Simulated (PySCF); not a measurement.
C6H8B2Cl2S.
Z-matrix (Å and degrees, PBE0-D3(BJ)/def2-SVP geometry), rows numbered from 1:
```
C 
B   1  1.5733
C   2  1.5737  1  119.35
C   2  1.5504  1  119.70  3   179.60
C   4  1.3814  2  129.43  1     3.99
C   5  1.4261  4  115.00  2  -179.88
B   6  1.5355  5  125.78  4   179.51
Cl  7  1.7560  6  120.73  5     0.10
Cl  7  1.7570  6  121.33  5  -179.67
C   6  1.3910  5  110.38  4    -0.11
S  10  1.6925  6  112.68  5     0.12
H   1  1.1069  2  106.66  3   -81.01
H   1  1.1015  2  112.29  3    34.25
H   1  1.0992  2  115.70  3   160.30
H   3  1.1020  2  111.85  1    38.57
H   3  1.1004  2  115.86  1   164.12
H   3  1.1065  2  107.11  1   -76.49
H   5  1.0913  4  122.40  2     0.15
H  10  1.0907  6  126.25  5   179.98
```

The closed-shell ground state was solved at several levels (PySCF, density fitting, gas phase, non-relativistic).

```tsv
level	basis functions	total energy (Eh)	HOMO (eV)	LUMO (eV)	gap (eV)	dipole (D)
PBE0/pcSseg-1	248	-1600.9829	-7.59	-2.11	5.48	2.04
PBE0/pcSseg-2	529	-1601.2403	-7.53	-2.09	5.44	1.90
```

**Question.** What might CAM-B3LYP/def2-SVPD (305 basis functions) give for the same quantities?

**Answer.** Total energy -1601.1363 Eh, HOMO -8.74 eV, LUMO -1.05 eV, gap 7.69 eV, dipole 1.88 D.

**Question.** Over all these levels, which gives the widest orbital gap and which the narrowest?

**Answer.** CAM-B3LYP/def2-SVPD (range-separated hybrid) has the widest, 7.69 eV, and PBE0/pcSseg-2 (global hybrid, 25 % exact exchange) the narrowest, 5.44 eV. Functional and basis both differ between the two, so the spread mixes both effects.

**Question.** How far do the dipole and the HOMO energy spread over the levels?

**Answer.** The dipole runs from 1.88 to 2.04 D (mean 1.94 D) and the HOMO from -8.74 to -7.53 eV.
